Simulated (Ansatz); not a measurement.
Ca₃Te₂ (the lowest singlet isomer of a short search), 5 atoms. Hardware: 2 threads of AMD EPYC 7R13 on a shared host.

In the def2 sets Te takes a core potential; there is no spin–orbit coupling. Correlated methods freeze 23 core orbitals; core or outer-core shells of Ca, Te are correlated, in sets that lack core-valence functions.

**Question.** How many basis functions does each of these Ansatz runs have, and roughly what does it cost? r2SCAN-D4/def2-TZVP, charge 0 triplet, energy, from earlier orbitals; r2SCAN-D4/def2-TZVP, charge 0 quintet, energy, from earlier orbitals; PBE-D4/def2-TZVP, charge 1 doublet at the geometry of the charge 0 singlet, energy, from earlier orbitals; MP2/def2-TZVP, charge 0 triplet, energy, from earlier orbitals; r2SCAN-D4/def2-TZVPD, charge 0 singlet, energy, from earlier orbitals; PBE0-D4/def2-TZVP, charge 0 quintet, energy, from earlier orbitals; PBE-D4/def2-TZVP, charge 0 triplet, energy, from earlier orbitals; PBE-D4/def2-TZVP, charge 0 quintet, energy, from earlier orbitals; PBE0-D4/def2-TZVPD, charge 0 singlet, energy, from earlier orbitals; PBE-D4/def2-SVP, charge 0 singlet, relaxation, 6 steps; MP2/def2-TZVP, charge 0 singlet, energy, from earlier orbitals; PBE-D4/def2-SVP, charge 0 singlet, energy, from earlier orbitals.

**Answer.** Other jobs shared the machine, so times can vary by a factor of up to 3. A dash marks memory too small to be measured apart from the calling script's.

```json
{"run": "PBE-D4/def2-SVP, charge 0 singlet, energy, from earlier orbitals", "functions": "124", "fitting or Cholesky vectors": "1492", "wall time": "3 s", "peak host memory (GiB)": "–"}
{"run": "PBE-D4/def2-TZVP, charge 1 doublet at the geometry of the charge 0 singlet, energy, from earlier orbitals", "functions": "208", "fitting or Cholesky vectors": "1873", "wall time": "9.5 s", "peak host memory (GiB)": "–"}
{"run": "PBE-D4/def2-TZVP, charge 0 quintet, energy, from earlier orbitals", "functions": "208", "fitting or Cholesky vectors": "1873", "wall time": "10 s", "peak host memory (GiB)": "–"}
{"run": "PBE-D4/def2-TZVP, charge 0 triplet, energy, from earlier orbitals", "functions": "208", "fitting or Cholesky vectors": "1873", "wall time": "11 s", "peak host memory (GiB)": "–"}
{"run": "PBE0-D4/def2-TZVPD, charge 0 singlet, energy, from earlier orbitals", "functions": "226", "fitting or Cholesky vectors": "2151", "wall time": "12 s", "peak host memory (GiB)": "1.2"}
{"run": "PBE-D4/def2-SVP, charge 0 singlet, relaxation, 6 steps", "functions": "124", "fitting or Cholesky vectors": "1492", "wall time": "14 s", "peak host memory (GiB)": "–"}
{"run": "MP2/def2-TZVP, charge 0 singlet, energy, from earlier orbitals", "functions": "208", "fitting or Cholesky vectors": "2112", "wall time": "14 s", "peak host memory (GiB)": "0.87"}
{"run": "r2SCAN-D4/def2-TZVPD, charge 0 singlet, energy, from earlier orbitals", "functions": "226", "fitting or Cholesky vectors": "1999", "wall time": "14 s", "peak host memory (GiB)": "–"}
{"run": "PBE0-D4/def2-TZVP, charge 0 quintet, energy, from earlier orbitals", "functions": "208", "fitting or Cholesky vectors": "2112", "wall time": "19 s", "peak host memory (GiB)": "1.1"}
{"run": "MP2/def2-TZVP, charge 0 triplet, energy, from earlier orbitals", "functions": "208", "fitting or Cholesky vectors": "2112", "wall time": "23 s", "peak host memory (GiB)": "1.1"}
{"run": "r2SCAN-D4/def2-TZVP, charge 0 quintet, energy, from earlier orbitals", "functions": "208", "fitting or Cholesky vectors": "1873", "wall time": "26 s", "peak host memory (GiB)": "0.6"}
{"run": "r2SCAN-D4/def2-TZVP, charge 0 triplet, energy, from earlier orbitals", "functions": "208", "fitting or Cholesky vectors": "1873", "wall time": "28 s", "peak host memory (GiB)": "0.6"}
```
